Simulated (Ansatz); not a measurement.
Mulliken charges of `[OH][GeH]([PH2])[Br]` from B3LYP/def2-TZVPP in Ansatz (PBE0-D4/def2-TZVP geometry).

```csv
atom,x (Å),y (Å),z (Å),charge (e)
O1,0.181,1.479,-1.124,-0.413
Ge2,-0.386,0.250,0.017,0.579
P3,1.167,-1.441,-0.124,-0.119
Br4,-2.423,-0.582,-0.714,-0.318
H5,-0.408,2.236,-1.187,0.180
H6,-0.676,0.889,1.388,-0.003
H7,2.074,-0.752,0.729,0.045
H8,0.563,-2.134,0.960,0.049
```

**Question.** By hand: the dipole of these point charges (1 e Å = 4.8032 D).

**Answer.** Σ q r = (0.383, 0.152, 0.578) e Å, of length 0.710 e Å = 3.41 D.

**Question.** How does the dipole of the full density compare? (Estimate.)

**Answer.** Computed: (0.152, 0.169, 0.352) e Å, 2.01 D; the point charges give 1.70 times that, at 15° from its direction.

Point charges leave out the atoms' own dipoles, such as those of lone pairs, and Mulliken's split depends on the basis, so the two needn't agree.

B3LYP here is the variant with VWN-RPA as its local correlation; programs differ in this.
